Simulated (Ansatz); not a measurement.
Coupled-cluster run, `CB(S)C(N)F`.

```yaml
crystal:
  periodic: [false, false, false]
  atoms:
    - {symbol: C, position_ang: [-0.534874, -1.009275, 1.602188]}
    - {symbol: B, position_ang: [0.300019, -0.476076, 0.400842]}
    - {symbol: S, position_ang: [2.050580, -0.795995, 0.306737]}
    - {symbol: C, position_ang: [-0.407886, 0.315626, -0.789197]}
    - {symbol: N, position_ang: [0.394857, 1.276044, -1.443543]}
    - {symbol: F, position_ang: [-1.621199, 0.878464, -0.310378]}
    - {symbol: H, position_ang: [0.027453, -1.605476, 2.321518]}
    - {symbol: H, position_ang: [-1.381662, -1.601234, 1.237944]}
    - {symbol: H, position_ang: [-0.987837, -0.159590, 2.125211]}
    - {symbol: H, position_ang: [2.263436, -0.132658, -0.846498]}
    - {symbol: H, position_ang: [-0.727202, -0.425387, -1.536309]}
    - {symbol: H, position_ang: [-0.069785, 1.697692, -2.236222]}
    - {symbol: H, position_ang: [0.714501, 2.003167, -0.817393]}
basis:
  gaussian: {orbitals: def2-TZVPP}
correlation: {method: ccsd_t}
```

```sh
$ ansatz run in.yaml --threads 2 --pin off --events-out ev --progress --plain --max-ram 32768MiB --backend cuda --devices 0, --max-vram 18GiB
```

Log, shortened:

```
Functional definition: HF
1751 factors; integrals over basis functions are off by at most 8.2e-4 eV
mean field evaluation 1: about -17848.0362 eV, gradient 4.2e1 eV
mean field evaluation 2: about -17848.3019 eV, gradient 4.2e1 eV
mean field evaluation 4: about -17852.5637 eV, gradient 4.4e0 eV
mean field evaluation 8: about -17852.6386 eV, gradient 3.6e-1 eV
mean field evaluation 16: about -17852.6393 eV, gradient 2.0e-6 eV
mean field -17852.63931758 eV, -656.0723939676 hartree, gradient 2.0e-6 eV, S^2 0.000000; 0 other end points of the search recorded, 0 dependent functions left out
10 core orbitals not correlated: weight in the atoms' cores, before any rotation towards them, 1.000 or more for the frozen orbitals, at most 0.000 for the correlated occupied ones
reference -17852.63931758 eV, -656.0723939676 hartree; 18, 18 occupied and 267, 267 virtual orbitals, 1751 factors
second order -29.52112737 eV of doubles, -0.00000000 eV of singles
cycle   1  -30.09891800 eV  change   -5.8e-1 eV  update   1.1e-1
cycle   2  -30.76641860 eV  change   -6.7e-1 eV  update   3.3e-2
cycle   3  -30.91366629 eV  change   -1.5e-1 eV  update   1.8e-2
cycle   4  -30.90108242 eV  change    1.3e-2 eV  update   5.0e-3
cycle   5  -30.89784643 eV  change    3.2e-3 eV  update   2.5e-3
cycle   6  -30.89852193 eV  change   -6.8e-4 eV  update   9.4e-4
cycle   7  -30.89807710 eV  change    4.4e-4 eV  update   3.4e-4
cycle   8  -30.89800207 eV  change    7.5e-5 eV  update   1.1e-4
cycle   9  -30.89807000 eV  change   -6.8e-5 eV  update   4.2e-5
cycle  10  -30.89808430 eV  change   -1.4e-5 eV  update   1.5e-5
perturbative correction -1.23129432 eV, -0.0452492318 hartree
Total energy: -17884.76869620 eV, -657.2531268538 hartree
```

Run time 19 s (2 threads of an AMD EPYC 7R13 on a shared host and a share of an NVIDIA H100 80 GB); peak host memory 0.83 GiB.

MP2 recovers 91.9 % of the CCSD(T) correlation energy and the triples give 3.8 %; T1 = 0.0127.
